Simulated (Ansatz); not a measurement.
Consider the ligand exchange at a Cd–Cl bond: `[CH3][Cd][Cl]` + H₂S → `[CH3][Cd][SH]` + HCl.

Program: Ansatz. Geometries: PBE0-D4/def2-TZVP. ΔE: electronic, gas phase. CCSD(T)/CBS is the MP2 limit (def2-TZVPP, def2-QZVPP) plus CCSD(T) − MP2 in def2-TZVPP, frozen cores. This one scheme is used for every species. Functionals use def2-TZVPP. B3LYP here is the variant with VWN-RPA as its local correlation; programs differ in this. HSE06 is defined as in plane-wave codes. def2 core potentials past Kr. For Cd outer-core shells are correlated without core-valence functions, which leaves a few kJ/mol of doubt a bond. Each species was taken in one conformer, which may not be the lowest.

```json
{"level": "LDA (SPW92)", "ΔE (kJ/mol)": "31.9", "difference from CCSD(T)/CBS": "-7.3"}
{"level": "PBE-D4", "ΔE (kJ/mol)": "35.1", "difference from CCSD(T)/CBS": "-4.1"}
{"level": "BLYP-D4", "ΔE (kJ/mol)": "39.3", "difference from CCSD(T)/CBS": "0.1"}
{"level": "r2SCAN-D4", "ΔE (kJ/mol)": "40.3", "difference from CCSD(T)/CBS": "1.1"}
{"level": "B97M-V", "ΔE (kJ/mol)": "43.5", "difference from CCSD(T)/CBS": "4.3"}
{"level": "PBE0-D4", "ΔE (kJ/mol)": "38.2", "difference from CCSD(T)/CBS": "-1.0"}
{"level": "B3LYP-D4", "ΔE (kJ/mol)": "41.5", "difference from CCSD(T)/CBS": "2.3"}
{"level": "r2SCANh-D4", "ΔE (kJ/mol)": "40.7", "difference from CCSD(T)/CBS": "1.5"}
{"level": "r2SCAN0-D4", "ΔE (kJ/mol)": "41.5", "difference from CCSD(T)/CBS": "2.3"}
{"level": "HSE06-D4", "ΔE (kJ/mol)": "38.1", "difference from CCSD(T)/CBS": "-1.1"}
{"level": "BHLYP-D4", "ΔE (kJ/mol)": "45.9", "difference from CCSD(T)/CBS": "6.7"}
{"level": "CAM-B3LYP-D4", "ΔE (kJ/mol)": "43.7", "difference from CCSD(T)/CBS": "4.5"}
{"level": "ωB97X-V", "ΔE (kJ/mol)": "43.6", "difference from CCSD(T)/CBS": "4.4"}
{"level": "ωB97M-V", "ΔE (kJ/mol)": "41.5", "difference from CCSD(T)/CBS": "2.3"}
{"level": "B2PLYP", "ΔE (kJ/mol)": "41.3", "difference from CCSD(T)/CBS": "2.1"}
{"level": "PBE-QIDH", "ΔE (kJ/mol)": "39.3", "difference from CCSD(T)/CBS": "0.1"}
{"level": "PBE", "ΔE (kJ/mol)": "36.2", "difference from CCSD(T)/CBS": "-3.0"}
{"level": "revPBE", "ΔE (kJ/mol)": "37.4", "difference from CCSD(T)/CBS": "-1.8"}
{"level": "BLYP", "ΔE (kJ/mol)": "41.4", "difference from CCSD(T)/CBS": "2.2"}
{"level": "r2SCAN", "ΔE (kJ/mol)": "40.5", "difference from CCSD(T)/CBS": "1.3"}
{"level": "r2SCANh", "ΔE (kJ/mol)": "41.0", "difference from CCSD(T)/CBS": "1.8"}
{"level": "r2SCAN0", "ΔE (kJ/mol)": "41.8", "difference from CCSD(T)/CBS": "2.6"}
{"level": "HSE06", "ΔE (kJ/mol)": "39.0", "difference from CCSD(T)/CBS": "-0.2"}
{"level": "BHLYP", "ΔE (kJ/mol)": "47.6", "difference from CCSD(T)/CBS": "8.4"}
{"level": "CAM-B3LYP", "ΔE (kJ/mol)": "44.7", "difference from CCSD(T)/CBS": "5.5"}
{"level": "LC-ωPBE", "ΔE (kJ/mol)": "41.8", "difference from CCSD(T)/CBS": "2.6"}
{"level": "RPA@PBE/def2-TZVPP", "ΔE (kJ/mol)": "38.0", "difference from CCSD(T)/CBS": "-1.2"}
{"level": "HF/def2-SVP", "ΔE (kJ/mol)": "59.3", "difference from CCSD(T)/CBS": "20.1"}
{"level": "CCSD/def2-SVP", "ΔE (kJ/mol)": "45.0", "difference from CCSD(T)/CBS": "5.8"}
{"level": "CCSD(T)/def2-SVP", "ΔE (kJ/mol)": "43.1", "difference from CCSD(T)/CBS": "3.9"}
{"level": "HF/def2-TZVPP", "ΔE (kJ/mol)": "56.3", "difference from CCSD(T)/CBS": "17.1"}
{"level": "MP2/def2-TZVPP", "ΔE (kJ/mol)": "35.1", "difference from CCSD(T)/CBS": "-4.1"}
{"level": "SCS-MP2/def2-TZVPP", "ΔE (kJ/mol)": "39.2", "difference from CCSD(T)/CBS": "0.0"}
{"level": "CCSD/def2-TZVPP", "ΔE (kJ/mol)": "40.7", "difference from CCSD(T)/CBS": "1.5"}
{"level": "CCSD(T)/def2-TZVPP", "ΔE (kJ/mol)": "38.0", "difference from CCSD(T)/CBS": "-1.2"}
{"level": "HF/def2-QZVPP", "ΔE (kJ/mol)": "57.0", "difference from CCSD(T)/CBS": "17.8"}
{"level": "MP2/def2-QZVPP", "ΔE (kJ/mol)": "36.1", "difference from CCSD(T)/CBS": "-3.1"}
{"level": "SCS-MP2/def2-QZVPP", "ΔE (kJ/mol)": "40.1", "difference from CCSD(T)/CBS": "0.9"}
{"level": "HF/CBS(def2)", "ΔE (kJ/mol)": "57.1", "difference from CCSD(T)/CBS": "17.9"}
{"level": "CCSD/CBS(def2)", "ΔE (kJ/mol)": "42.0", "difference from CCSD(T)/CBS": "2.8"}
{"level": "CCSD(T)/CBS", "ΔE (kJ/mol)": "39.2", "difference from CCSD(T)/CBS": "0"}
```

Largest T1 diagnostic among the species: 0.012.

At CCSD(T), def2-SVP lies +3.9 kJ/mol from the extrapolated value and def2-TZVPP −1.2 kJ/mol. Leaving LDA and LC-ωPBE aside and taking each functional with its dispersion term where it has one, the values spread over 10.7 kJ/mol, from PBE-D4 to BHLYP-D4. LDA lies −4.3 kJ/mol from PBE without D4. In def2-TZVPP, CCSD(T) changes the Hartree–Fock value by −18.3 kJ/mol (the triples alone add −2.8 kJ/mol) and MP2 by −21.1 kJ/mol.
